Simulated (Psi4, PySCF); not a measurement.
The Psi4 input:
```
memory 2 GB

molecule mol {
0 2
O    -1.033001   -0.394127   -0.001684
C    -0.027094    0.410480   -0.012843
O     1.156494    0.255967    0.007521
H    -0.825381   -1.357600    0.030367
}

set {
  basis 6-31g**
  reference uks
  scf_type pk
  puream true
  d_convergence 1e-8
  dft_radial_points 99
  dft_spherical_points 590
}

energy('blyp')
print_variables()
```

Question: Convert this to an input for PySCF.

Answer: This is not unique; one that fits is 
```python
from pyscf import gto, scf, dft

mol = gto.Mole()
mol.atom = '''
    O    -1.03300099   -0.39412693   -0.00168439
    C    -0.02709385    0.41048045   -0.01284311
    O     1.15649400    0.25596664    0.00752085
    H    -0.82538098   -1.35760035    0.03036691
'''
mol.basis = '6-31g**'
mol.spin = 1
mol.verbose = 3
mol.build()

mf = dft.UKS(mol)
mf.xc = 'blyp'
mf.grids.atom_grid = (99, 590)
mf.grids.prune = None
mf.kernel()
```

Both were run: Psi4 gave -189.059162 Eh and PySCF -189.059162 Eh, 0.000 mEh apart.
